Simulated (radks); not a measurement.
Valence configurations of B (all share [He]). Method: Dirac Kohn-Sham, BLYP, spin-unpolarised, spherical densities, finite nucleus; open shells fill j = l - 1/2 first; Fermi nuclear charge, rms radius 2.406 fm; computed with a radial shooting solver on a logarithmic mesh with Libxc functionals. Energies are relative to 2s2 2p1; eigenvalues in eV.

| valence | E (eV) | e(2p1/2) | e(2p3/2) | e(2s1/2) |
|---|---|---|---|---|
| 2s2 2p1 | 0.000 | -3.538 | - | -9.300 |
| 2s1.5 2p1.5 | 2.886 | -3.763 | - | -9.544 |
| 2s1 2p2 | 5.781 | -3.966 | - | -9.764 |
| 2p3 | 11.596 | -4.327 | -4.323 | - |

NIST lists [He] 2s2 2p1 as the ground configuration; this level of theory agrees among the configurations tried. The energies are those of spherical spin-averaged densities, not of single terms.
